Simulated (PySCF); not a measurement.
Molecule: `[SiH](N)(P)P`, H7NP2Si.

Geometry:
```csv
atom,x (Å),y (Å),z (Å)
N1,-0.508,-1.290,1.030
Si2,-0.236,-0.338,-0.391
P3,2.009,-0.097,-0.534
P4,-1.308,1.649,-0.250
H5,-1.452,-1.417,1.379
H6,0.050,-2.125,1.180
H7,-0.670,-0.937,-1.699
H8,1.933,0.730,-1.696
H9,2.058,1.004,0.376
H10,-2.594,1.057,-0.035
H11,-1.034,1.778,1.147
```

Geometry PBE0-D3(BJ)/def2-SVP throughout; GIAO in PySCF, gas phase, one conformer, non-relativistic; equivalent atoms averaged; functional PBE0.

A run gave: N1 331.1, Si2 506.9, P3/P4 728.0, H7 30.32, H8/H9/H10/H11 32.39, H5/H6 34.40 ppm (absolute shieldings σ).

Q: Which basis set was used in that run?
A. STO-3G
B. pcSseg-1
C. pcSseg-2
D. 6-31G

A: A. P3/P4 tells them apart best: STO-3G gives 728.0, pcSseg-2 gives 561.6, 6-31G gives 618.8, pcSseg-1 gives 570.8 ppm.
